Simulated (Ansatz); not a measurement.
The inner images of a band of CH5FGe + H2O (11 atoms, charge 0, multiplicity 1) are given out of order.

These are results of RKS PBE/def2-SVP in Ansatz, not measurements.

Image 0:

```xyz
11
Properties=species:S:1:pos:R:3
Ge -1.131 -0.216 0.156
F -0.407 -1.662 -0.620
H -2.369 -0.794 0.897
H -1.567 0.708 -1.011
C 0.217 0.547 1.334
H 1.103 -0.865 -1.378
O 1.573 -0.028 -1.588
H -0.164 1.480 1.794
H 0.480 -0.171 2.135
H 1.106 0.767 0.712
H 1.158 0.233 -2.431
```

Image 8:

```xyz
11
Properties=species:S:1:pos:R:3
Ge -0.804 0.446 -0.323
F 1.060 -2.145 -0.058
H -1.948 -0.603 -0.254
H -1.340 1.792 -0.890
C 0.225 0.605 1.320
H 0.978 -1.454 -0.731
O 0.465 -0.159 -1.523
H -0.440 0.730 2.196
H 0.795 -0.341 1.409
H 0.922 1.463 1.260
H 0.086 -0.334 -2.405
```

Task: Put them in order from the first end to the last, with their energies above the first end.
A.
```xyz
11
Properties=species:S:1:pos:R:3
Ge -0.764 -0.079 -0.035
F 0.124 -1.702 -0.239
H -2.120 -0.806 0.165
H -1.099 1.102 -1.015
C 0.206 0.600 1.508
H 0.993 -1.004 -1.387
O 1.019 -0.096 -1.801
H -0.427 1.300 2.086
H 0.501 -0.258 2.140
H 1.116 1.133 1.167
H 0.451 -0.190 -2.589
```
B.
```xyz
11
Properties=species:S:1:pos:R:3
Ge -0.790 0.391 -0.312
F 0.957 -2.156 -0.111
H -1.868 -0.725 -0.262
H -1.407 1.710 -0.861
C 0.216 0.613 1.337
H 0.957 -1.448 -0.771
O 0.520 -0.103 -1.519
H -0.431 0.990 2.151
H 0.637 -0.376 1.601
H 1.043 1.329 1.168
H 0.167 -0.224 -2.421
```
C.
```xyz
11
Properties=species:S:1:pos:R:3
Ge -1.021 -0.181 0.120
F -0.280 -1.688 -0.510
H -2.348 -0.698 0.741
H -1.315 0.728 -1.101
C 0.202 0.568 1.438
H 1.128 -0.903 -1.434
O 1.454 -0.040 -1.772
H -0.297 1.393 1.985
H 0.491 -0.217 2.164
H 1.103 0.949 0.923
H 0.884 0.088 -2.554
```
D.
```xyz
11
Properties=species:S:1:pos:R:3
Ge -0.687 0.169 -0.255
F 0.578 -1.935 -0.217
H -1.827 -0.889 -0.166
H -1.290 1.451 -0.892
C 0.227 0.605 1.419
H 0.842 -1.311 -0.987
O 0.655 -0.080 -1.602
H -0.435 1.256 2.028
H 0.496 -0.298 1.998
H 1.147 1.172 1.181
H 0.293 -0.138 -2.507
```
E.
```xyz
11
Properties=species:S:1:pos:R:3
Ge -0.747 0.306 -0.293
F 0.805 -2.126 -0.182
H -1.784 -0.847 -0.238
H -1.416 1.594 -0.850
C 0.217 0.624 1.370
H 0.905 -1.436 -0.862
O 0.574 -0.074 -1.541
H -0.420 1.203 2.067
H 0.509 -0.338 1.830
H 1.130 1.211 1.149
H 0.225 -0.117 -2.451
```
F.
```xyz
11
Properties=species:S:1:pos:R:3
Ge -0.667 0.033 -0.174
F 0.387 -1.773 -0.170
H -1.932 -0.870 -0.113
H -1.174 1.335 -0.914
C 0.220 0.600 1.466
H 0.850 -1.125 -1.182
O 0.768 -0.135 -1.669
H -0.446 1.275 2.040
H 0.494 -0.282 2.073
H 1.138 1.159 1.198
H 0.363 -0.217 -2.554
```
G.
```xyz
11
Properties=species:S:1:pos:R:3
Ge -0.898 -0.130 0.080
F -0.088 -1.667 -0.391
H -2.277 -0.707 0.493
H -1.104 0.854 -1.101
C 0.188 0.592 1.526
H 1.106 -0.934 -1.470
O 1.287 -0.082 -1.929
H -0.399 1.327 2.112
H 0.497 -0.238 2.190
H 1.089 1.085 1.112
H 0.601 -0.100 -2.622
```

Result: C (+0.6 kcal/mol), G (+3.2 kcal/mol), A (+12.3 kcal/mol), F (+19.6 kcal/mol), D (+11.8 kcal/mol), E (+5.8 kcal/mol), B (+4.7 kcal/mol).

Run time: 84 s on 2 threads of Intel(R) Xeon(R) Platinum 8488C (Sapphire Rapids) (shared host), peak memory 0.17 GiB.
